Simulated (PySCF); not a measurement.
Species: C4H2F2O2 (charge +1 and doublet state).
SMILES with atom numbers: `[O:1]=[C:2]([OH:3])/[C+:4]=[C:5]/[CH:6]([F:7])[F:8]` (hydrogens: H9 on O3; H10 on C6)

Cartesian coordinates in Å at the GFN2-xTB level; atoms count from 1:
```
atom  x, y, z in Å
O1     2.3692   -1.2170   -0.3149
C2     1.9450   -0.1037   -0.1426
O3     2.5105    1.0339   -0.0387
C4     0.4754   -0.0943   -0.0336
C5    -0.7236   -0.2038    0.0402
C6    -2.1817   -0.1373    0.1537
F7    -2.7460    0.5797   -0.8108
F8    -2.5918    0.3154    1.3326
H9     3.4878    1.0370   -0.1097
H10   -2.5360   -1.2053    0.0474
```

The hyperfine couplings belong to this conformer and change with its torsions.

Computed, not measured: UKS B3LYP, pcH-1 on C F H O, non-relativistic, mean-field spin-orbit, GIAO (PySCF 2.14.0). Geometry: GFN2-xTB, one conformer, isolated ion. The geometry wasn't refined by DFT: couplings that depend on bond lengths, twists or pyramidal angles can differ widely from those at the functional's own minimum, by a factor of two or more for some ions and for spin on atoms past the first row. No stability test was run, so a lower SCF solution isn't excluded.

(1) What is the g tensor, term by term?

(2) How much does each term add to the isotropic shift?

(3) What are the electron Larmor frequencies g μB B/h along the three axes at 330 mT?

(4) In a frozen sample, at which fields do the three g values resonate at 9.5, 34, 94 and 263 GHz (hyperfine left aside), and which band first spreads them over more than twice a line width of 0.3 mT?

Results:

(1) 
| Δg (ppt) | 1 | 2 | 3 |
| --- | --- | --- | --- |
| relativistic mass correction | -0.25 | -0.25 | -0.25 |
| gauge correction | 0.04 | 0.04 | 0.02 |
| orbital Zeeman/spin–orbit | 1.64 | 3.29 | 8.67 |
| total | 1.42 | 3.08 | 8.44 |

So g = 2.00374, 2.00540, 2.01076 and g_iso = 2.00663; the tensor is rhombic: the two nearest values differ by 24 % of g3 − g1. 

(2) The orbital-Zeeman/spin–orbit term 4.53, the mass correction -0.25 and the gauge correction 0.03 ppt, for a total of 4.31 ppt. The orbital-Zeeman/spin–orbit term is the largest in size. The mass correction is the same along every axis, so the anisotropy comes from the other two: their spans along these axes are 0.01 (gauge) and 7.03 ppt (orbital Zeeman/spin–orbit).

(3) 9.2548, 9.2625, 9.2872 GHz for g1, g2 and g3, a range of 32.4 MHz.

(4) 
```tsv
band	GHz	B(g3) mT	B(g2) mT	B(g1) mT	spread mT
X	9.5	337.56	338.46	338.74	1.18
Q	34.0	1208.11	1211.34	1212.34	4.23
W	94.0	3340.08	3349.00	3351.78	11.70
J	263.0	9345.11	9370.09	9377.84	32.73
```

The spread grows in proportion to the frequency. X band is the first where it exceeds 0.6 mT.

The Mulliken spin populations are largest on O1 (+0.50), C5 (+0.30) and C4 (+0.17). Three atoms exceed +0.15.

The HOMO–LUMO gaps are 6.63 eV among the α and 2.22 eV among the β orbitals.

Hardware: one thread of an Arm Neoverse V1, no GPU, shared host. Cost: 36 s (with the writing of density and orbital grids), 0.81 GiB resident at most.

The SMILES draws the unpaired electron on C5; the largest computed Mulliken spin population is on O1 (0.50 against 0.30).
